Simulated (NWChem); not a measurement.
Atomisation of C₂H₃Cl₂FSi

```
C
C 1 1.3466
F 1 1.3467 2 118.06
Cl 2 1.7269 1 122.91 3 0.00
Cl 2 1.7374 1 120.53 3 180.00
Si 1 1.9026 2 125.91 4 180.00
H 6 1.4873 1 106.27 2 180.00
H 6 1.4886 7 110.26 1 119.49
H 6 1.4886 7 110.26 8 121.02
```
Charge 0, spin multiplicity 1.

Everything below was run with NWChem. All single points use one geometry, from B3LYP/def2-SVP, held to Cs symmetry and with no frequency check, so it may be a saddle point.

Basis set: def2-SVP. The atomisation energy is electronic alone: no zero-point, thermal, spin-orbit or counterpoise terms. No value is extrapolated to the basis-set limit. Free atoms are single determinants with multiplicities F 2, C 3, Si 3, Cl 2, H 2.

B3LYP has NWChem's definition, with VWN1-RPA local correlation. The structure started from a generated list of species. The stability of the SCF solutions was not checked. Open-shell Hartree-Fock references start from PBE0 orbitals.

Order these methods by the atomisation energy they give, lowest first: HF, PBE0, BHandHLYP, B3LYP.

HF (506.7 kcal/mol), BHandHLYP (694.5 kcal/mol), B3LYP (725.1 kcal/mol), PBE0 (738.2 kcal/mol)
